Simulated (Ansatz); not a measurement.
`[NH2][GaH][CH2]Cl` + H₂ → `[NH2][GaH2]` + `CCl` at 500 K and 1 bar (hydrogenolysis of a Ga–C bond).

Calculated with Ansatz (gas phase, PBE0-D4/def2-TZVP geometries, no zero-point term in ΔE). CBS: MP2 limit from def2 TZ/QZ plus the TZ coupled-cluster correction, frozen cores. This one scheme is used for every species. For Ga outer-core shells are correlated without core-valence functions, which leaves a few kJ/mol of doubt a bond. Scalar relativity is left out up to krypton. Each species was taken in one conformer, which may not be the lowest.

```
            species  CCSD(T)/CBS energy (Eh)  H − E (kJ/mol)  S (J/(mol·K))
`[NH2][GaH][CH2]Cl`              -2479.49982           202.0          412.4
                 H₂                 -1.17544            41.0          145.5
      `[NH2][GaH2]`              -1981.05479           130.3          302.1
              `CCl`               -499.63220           119.3          258.4
```

H − E and S are ideal-gas, rigid-rotor, harmonic terms from PBE0-D4/def2-TZVP, for one conformer and one mirror image of each species. The MP2-based limit puts H₂ 0.8 mEh under its directly extrapolated value; such offsets cancel only in part. 1 Eh = 2625.50 kJ/mol, R = 8.31446 J/(mol·K).

By hand: ΔE, ΔH, ΔS and ΔG.

ΔE = (-1981.05479) + (-499.63220) − (-2479.49982) − (-1.17544) = -0.01173 Eh = -30.8 kJ/mol. Δ(H − E) = 130.3 + 119.3 − 202.0 − 41.0 = 6.6, so ΔH = -24.2 kJ/mol. ΔS = 302.1 + 258.4 − 412.4 − 145.5 = 2.6 J/(mol·K). ΔG = -24.2 − 500 × (2.6)/1000 = -25.5 kJ/mol.

By hand: the equilibrium constant, and the temperature at which ΔG would vanish if ΔH and ΔS stayed fixed.

log₁₀ K = −ΔG/(RT ln 10) = 2.7. ΔH and −TΔS have one sign here, so there is no such temperature. One of them is within its doubt of zero, so this could turn.

The number of gas molecules stays the same, so ΔS is small and ΔH decides. A doubt of 5 kJ/mol in ΔE shifts log₁₀ K by 0.5 here. Other conformers and mirror images would add mixing entropy, several J/(mol·K) or more a flexible species. Modes under 60 cm⁻¹, often nearly free rotors, make the harmonic entropy too high. These are equilibria of isolated gas molecules and say nothing of rates. Largest T1 diagnostic: 0.014 (customary marks: 0.02 for closed shells, 0.045 for open ones).
